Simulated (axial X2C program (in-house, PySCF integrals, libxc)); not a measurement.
# Working with the constants of SbSe⁺

A bond curve at the r2SCAN level, two-component, was computed with an in-house relativistic program for diatomic molecules (basis Sb dyall-v3z [11s12p8d1f], Se dyall-v3z [8s9p6d1f] (cores contracted in-house)) for the state Ω = 0 (closed shell). Its fit gives Re = 2.2720 Å, ωe = 375.7 cm⁻¹, ωexe = 0.659 cm⁻¹ and αe = 1.610e-04 cm⁻¹; the masses are 120.9038 and 79.9165 u. Two-component means X2C with spin–orbit coupling and atomic mean-field Coulomb and Gaunt terms.

**Question.** Find the reduced mass, Be and the force constant.

**Answer.** From the r2SCAN values: μ = 48.1137 u. Be = 16.8576/(μ Re²) = 0.06788 cm⁻¹. k = 5.8918×10⁻⁷ μ ωe² = 4 mdyn/Å.

**Question.** Estimate the centrifugal constant by the Kratzer relation.

**Answer.** D = 4Be³/ωe² = 8.86e-09 cm⁻¹.

**Question.** Give B0, the J = 1←0 line in GHz and the most populated J at 300 K (kT = 208.5 cm⁻¹).

**Answer.** B0 = Be − αe/2 = 0.06779 cm⁻¹; 2B0 = 4.065 GHz; J(max) ≈ √(kT/2B0) − 1/2 = 38.7, so J = 39.

**Question.** Where do the fundamental and the first overtone lie?

**Answer.** ν(1←0) = ωe − 2ωexe = 374.4 cm⁻¹; ν(2←0) = 2ωe − 6ωexe = 747.4 cm⁻¹.

**Question.** A Morse curve ties αe to the other constants (Pekeris). How well does that hold?

**Answer.** αe(Morse) = 6Be²/ωe × (√(ωexe/Be) − 1) = 1.557e-04 cm⁻¹; the r2SCAN curve gives 1.610e-04 cm⁻¹, a ratio of 0.97.

One determinant describes the state; a PBE0 search over occupations chose it and may have missed a lower one.
